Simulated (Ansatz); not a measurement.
`CC([SiH3])[TeH]` + `C[SiH2]O` → `O[SiH2]C[TeH]` + `CC[SiH3]`  (formal exchange of groups at a Te–C bond)

Computed with Ansatz on PBE0-D4/def2-TZVP structures; ΔE is electronic, products minus reactants. CCSD(T)/CBS is the MP2 limit (def2-TZVPP, def2-QZVPP) plus CCSD(T) − MP2 in def2-TZVPP, frozen cores. This one scheme is used for every species. Functionals use def2-TZVPP. Elements past krypton have def2 core potentials. For Te outer-core shells are correlated without core-valence functions, which leaves a few kJ/mol of doubt a bond. One conformer a species, not always the lowest.

`CC([SiH3])[TeH]`:

Cartesian coordinates in Å:
```
C -0.426 -0.228 1.500
C -0.021 -0.526 0.063
Si 0.881 0.902 -0.754
Te -1.817 -0.968 -1.065
H 0.460 -0.028 2.111
H -0.959 -1.066 1.958
H -1.072 0.653 1.561
H 0.584 -1.434 0.022
H 2.157 1.172 -0.028
H 0.031 2.118 -0.695
H 1.200 0.580 -2.169
H -1.018 -1.175 -2.503
```

`C[SiH2]O`:

Cartesian coordinates in Å:
```
C 1.134 0.079 0.291
Si -0.623 0.345 -0.270
O -1.402 -1.071 -0.612
H 1.626 1.041 0.462
H 1.706 -0.467 -0.463
H 1.174 -0.486 1.226
H -0.655 1.115 -1.538
H -1.357 1.102 0.785
H -1.603 -1.657 0.119
```

`O[SiH2]C[TeH]`:

Cartesian coordinates in Å:
```
O 0.423 1.917 -0.027
Si -0.587 0.710 -0.502
C 0.307 -0.932 -0.501
Te 1.172 -1.286 1.439
H 0.927 1.731 0.771
H -1.041 1.080 -1.866
H -1.766 0.574 0.399
H 1.162 -0.911 -1.181
H -0.321 -1.785 -0.761
H -0.276 -1.099 2.229
```

`CC[SiH3]`:

```xyz
11

C     1.046   -0.949    0.152
C    -0.426   -0.546    0.174
Si   -0.710    1.258   -0.259
H     1.177   -2.004    0.408
H     1.631   -0.363    0.866
H     1.488   -0.794   -0.835
H    -0.859   -0.731    1.162
H    -1.001   -1.159   -0.528
H    -0.191    1.552   -1.624
H     0.005    2.141    0.705
H    -2.159    1.595   -0.222
```

Task: Is it downhill or uphill in electronic energy at CCSD(T)/CBS, and by how much? (Best estimate.)

Result: Computed: Nearly level: ΔE = -0.3 kcal/mol.

Task: What do these levels give: PBE-D4, r2SCAN-D4, ωB97M-V, B2PLYP, PBE, HF/def2-TZVPP, MP2/def2-TZVPP, SCS-MP2/def2-TZVPP, HF/def2-QZVPP, MP2/def2-QZVPP, SCS-MP2/def2-QZVPP, HF/CBS(def2)? (Estimate.)

Result: Computed: PBE-D4 -1.0, r2SCAN-D4 -0.9, ωB97M-V -0.9, B2PLYP -0.8, PBE -1.4, HF/def2-TZVPP -1.5, MP2/def2-TZVPP 0.3, SCS-MP2/def2-TZVPP 0.0, HF/def2-QZVPP -1.4, MP2/def2-QZVPP 0.4, SCS-MP2/def2-QZVPP 0.0, HF/CBS(def2) -1.4 kcal/mol.

Largest T1 diagnostic among the species: 0.011.

In def2-TZVPP, CCSD(T) changes the Hartree–Fock value by +1.0 kcal/mol (the triples alone add +0.2 kcal/mol) and MP2 by +1.8 kcal/mol.
